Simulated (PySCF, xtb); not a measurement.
C5H8Si, SMILES C#CC(=C)[SiH2]C. The values are those of a single conformer.

Harmonic wavenumbers (cm⁻¹) from GFN2-xTB (xtb) at its own minimum, in rising order: 30, 104, 122, 154, 231, 272, 411, 437, 473, 573, 590, 617, 673, 686, 735, 759, 774, 828, 840, 897, 938, 1179, 1370, 1410, 1485, 1487, 1634, 2211, 2219, 2240, 3033, 3036, 3042, 3075, 3112, 3390.

**Question.** What does PBE-D3(BJ)/def2-SVP in PySCF give at its own minimum? (Estimate from the structure and the level; the computed values follow.)

**Answer.** 52, 108, 151, 175, 262, 281, 445, 477, 491, 605, 625, 630, 667, 691, 721, 742, 856, 868, 908, 912, 916, 1162, 1214, 1369, 1381, 1386, 1595, 2128, 2152, 2158, 2979, 3064, 3083, 3084, 3168, 3407. Paired by order, the mean absolute difference is 40 cm⁻¹ and the zero-point energies are 64.4 and 64.2 kcal/mol.
